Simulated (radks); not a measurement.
Values are calculated unless marked as measured or tabulated.
Removal energies from the tellurium ion Te9+, [Kr] 4d7, by Delta-SCF beside the eigenvalue of the level emptied. Level of theory: scalar-relativistic Kohn-Sham, BLYP, spin-polarised, spherical densities, finite nucleus; Fermi nuclear charge, rms radius of each element as measured or else 0.836 A^(1/3) + 0.57 fm (a radial shooting solver on a logarithmic mesh with Libxc functionals). Open shells are filled with parallel spins first.

| removed from | final configuration | Delta-SCF (eV) | -eigenvalue (eV) |
|---|---|---|---|
| 4d | [Kr] 4d6 | 191.87 | 180.15 |
| 4p | [Ar] 3d10 4s2 4p5 4d7 | 269.15 | 256.54 |
| 4s | [Ar] 3d10 4s1 4p6 4d7 | 321.17 | 308.02 |
| 3d | [Ar] 3d9 4s2 4p6 4d7 | 741.98 | 714.21 |
